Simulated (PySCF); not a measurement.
SMILES s1cc(cc1)Sc1ccccc1, GFN2-xTB optimised geometry.

```
20

C     -1.72    -1.82     0.00
C     -2.40    -0.62     0.00
C     -1.71     0.58     0.01
C     -0.32     0.57     0.02
S      0.52     2.14    -0.01
C      1.98     1.76     0.91
C      1.99     1.05     2.14
C      3.24     0.95     2.65
S      4.42     1.73     1.68
C      3.22     2.19     0.54
C      0.37    -0.63     0.00
C     -0.33    -1.82     0.00
H     -2.26    -2.75     0.00
H     -3.48    -0.61    -0.01
H     -2.24     1.52     0.01
H      1.11     0.63     2.59
H      3.54     0.47     3.56
H      3.48     2.75    -0.33
H      1.45    -0.63    -0.01
H      0.21    -2.75    -0.01
```

Density from PBE0/def2-SVP (PySCF) at that geometry.

Minimum of the electron density along straight lines between bonded atoms, close to the bond critical point (lines longer than 1.1 times the sum of covalent radii, or with two minima, are not listed):

```tsv
bond	length / Å	ρ at the minimum / e bohr⁻³	∇²ρ there / e bohr⁻⁵	position (fraction from the first atom)
C1–C2	1.385	0.311	-0.80	0.50
C2–C3	1.383	0.312	-0.80	0.50
C3–C4	1.389	0.309	-0.79	0.49
C4–S5	1.778	0.195	-0.39	0.47
S5–C6	1.766	0.197	-0.41	0.52
C6–C7	1.420	0.291	-0.71	0.51
C7–C8	1.353	0.326	-0.83	0.49
C8–S9	1.722	0.215	-0.46	0.47
C6–C10	1.360	0.322	-0.80	0.50
S9–C10	1.718	0.216	-0.47	0.53
C4–C11	1.388	0.309	-0.78	0.51
C1–C12	1.385	0.312	-0.80	0.50
C11–C12	1.383	0.312	-0.80	0.50
C1–H13	1.080	0.283	-1.08	0.63
C2–H14	1.080	0.284	-1.08	0.63
C3–H15	1.079	0.284	-1.09	0.63
C7–H16	1.075	0.285	-1.11	0.64
C8–H17	1.072	0.286	-1.12	0.64
C10–H18	1.071	0.286	-1.13	0.65
C11–H19	1.080	0.284	-1.10	0.64
C12–H20	1.080	0.284	-1.08	0.63
```
